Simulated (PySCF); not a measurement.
Ground-state electric properties of a mixed set of molecules.

All values: PBE0/pcSseg-1 (PySCF) at GFN2-xTB geometries, gas phase, one conformer each.

(1) Rank by HOMO–LUMO gap, highest first.
A. `O[SiH2]/C=C\[SiH3]`
B. `CSC([SiH2]F)[SiH2]F`
C. `O[SiH2]S`

(2) Rank by the highest IAO charge on any atom, highest value first.
A. `O[SiH2]/C=C\[SiH3]`
B. `O[SiH2]S`
C. `C(/C)=N\[SiH2]P`
D. `CSC([SiH2]F)[SiH2]F`

(3) Rank by LUMO energy, lowest first.
A. `C(=C/[SiH3])/[SiH2]O`
B. `O[SiH2]S`
C. `CSC([SiH2]F)[SiH2]F`
D. `C/C=N/[SiH2]P`

## Answers

(1) C (8.08 eV), A (6.99 eV), B (6.22 eV).

(2) D (+1.094 e), A (+1.006 e), B (+0.947 e), C (+0.721 e).

(3) A (-0.99 eV), D (-0.74 eV), C (-0.42 eV), B (0.56 eV).

All values together:

| SMILES | formula | μ (D) | HOMO (eV) | LUMO (eV) | lowest IAO charge (e) | highest IAO charge (e) | lowest Hirshfeld charge (e) | highest Hirshfeld charge (e) |
| --- | --- | --- | --- | --- | --- | --- | --- | --- |
| CSC([SiH2]F)[SiH2]F | C2H8F2SSi2 | 1.22 | -6.65 | -0.42 | -0.795 (C) | +1.094 (Si) | -0.214 (C) | +0.415 (Si) |
| O[SiH2]/C=C\[SiH3] | C2H8OSi2 | 1.78 | -7.98 | -0.99 | -0.789 (O) | +1.006 (Si) | -0.312 (O) | +0.392 (Si) |
| C/C=N/[SiH2]P | C2H8NPSi | 2.82 | -7.00 | -0.74 | -0.556 (N) | +0.721 (Si) | -0.243 (N) | +0.309 (Si) |
| O[SiH2]S | H4OSSi | 1.23 | -7.52 | 0.56 | -0.789 (O) | +0.947 (Si) | -0.308 (O) | +0.382 (Si) |

Conformers: `[CH3:1][S:2][CH:3]([SiH2:4][F:5])[SiH2:6][F:7]` with C1–S2–C3–Si4 82°, S2–C3–Si4–F5 -66°, S2–C3–Si6–F7 -175°; `[OH:1][SiH2:2]/[CH:3]=[CH:4]\[SiH3:5]` with H–O1–Si2–C3 57°, O1–Si2–C3–C4 172°; `[CH3:1]/[CH:2]=[N:3]/[SiH2:4][PH2:5]` with C2–N3–Si4–P5 108°, N3–Si4–P5–H -48° and 45°; `[OH:1][SiH2:2][SH:3]` with H–O1–Si2–S3 54°, O1–Si2–S3–H 54°.
